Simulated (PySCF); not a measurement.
## C₆ coefficients of unlike pairs at PBE0

Calculated with PySCF 2.14 from the dipole response of each species, C₆(A,B) = (3/π) ∫ α_A(iu) α_B(iu) du, in atomic units, from isotropic polarisabilities. For ions this is the dispersion term alone; charge-induced terms of lower order in 1/R come first.

```csv
species,configuration,basis,relativity,α (bohr³),C₆ (like pair)
Ru⁺,[Kr] 4d7 (4F),aug-cc-pwCVTZ-PP with ECP28MDF (8s8p7d4f3g),core potential,15.23,96.96
Pb,[Xe] 4f14 5d10 6s2 6p2 (3P),def2-QZVPPD with the def2 core potential (60 electrons) (8s6p5d4f1g),core potential,64.98,757.7
Xe⁺,[Kr] 4d10 5s2 5p5 (2P),"aug-cc-pVTZ-PP with one added diffuse shell each of d, f type with ECP28MDF (6s5p5d3f)",core potential,18.12,154.1
Ar³⁺,[Ne] 3s2 3p3 (4S),"aug-cc-pV(T+d)Z with one added diffuse shell each of s, p, d, f type (7s6p5d3f)",none,3.614,9.810
```

(1) Estimate C₆ for Ar³⁺ with Xe⁺.

No spin-orbit coupling is included, so Pb, close to jj coupling, stand for model states.

The other pairs:

| pair | C₆ |
| --- | --- |
| Ar³⁺, Pb | 74.04 |
| Xe⁺, Pb | 319.6 |
| Pb, Ru⁺ | 254.1 |
| Ar³⁺, Ru⁺ | 30.30 |
| Xe⁺, Ru⁺ | 121.8 |

Results:

(1) The integral gives 37.96. The combination rule 2 C_A C_B / (C_A α_B/α_A + C_B α_A/α_B) gives 37.84 and the geometric mean 38.89.
